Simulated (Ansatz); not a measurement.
Consider the cleavage of the Ge–Al bond: `F[CH2][AlH][GeH3]` + `OPO` → `O[P](O)[GeH3]` + `F[CH2][AlH2]`.

Calculated with Ansatz (gas phase, PBE0-D4/def2-TZVP geometries, no zero-point term in ΔE). CBS: MP2 limit from def2 TZ/QZ plus the TZ coupled-cluster correction, frozen cores. DFT in def2-TZVPP. For Ge outer-core shells are correlated without core-valence functions, which leaves a few kJ/mol of doubt a bond. Scalar relativity is left out up to krypton. Each species was taken in one conformer, which may not be the lowest.

```tsv
level	ΔE (kJ/mol)
PBE0	31.5
SCS-MP2/def2-TZVPP	30.2
```

(1) What does CCSD(T)/CBS give? (Best estimate.)

Largest T1 diagnostic among the species: 0.014.

## Answers

(1) Computed: +30.7 kJ/mol. The listed levels differ from it by 0.8, -0.5 kJ/mol.

In def2-TZVPP, CCSD(T) changes the Hartree–Fock value by −3.2 kJ/mol (the triples alone add −2.0 kJ/mol) and MP2 by −6.0 kJ/mol. The D4 term adds −4.6 kJ/mol with B3LYP and −2.2 kJ/mol with PBE0; it sums over pairs of atoms, weighted by their polarisabilities, and B3LYP, whose exchange is more repulsive, gets the larger term. From PBE to PBE0 (25 % exact exchange), in def2-TZVPP and without D4, ΔE moves by +3.7 kJ/mol.

B3LYP here is the variant with VWN-RPA as its local correlation; programs differ in this.
